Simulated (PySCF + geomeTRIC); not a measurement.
Species: [Zn(NH2)2] (charge 0, multiplicity 1).

Give a relaxed geometry from TPSS-D3(BJ)/def2-SVP (PySCF + geomeTRIC).

One answer among several that fit: the end point of this relaxation, one of several conformers.
Cartesian coordinates (Å) in one orientation:
```xyz
7

Zn    -0.027     0.200    -0.107
N     -0.134     0.909     1.575
H     -0.541     1.850     1.625
H      0.762     0.964     2.075
N      0.114    -0.753    -1.663
H      0.328    -0.193    -2.497
H     -0.716    -1.308    -1.903
```
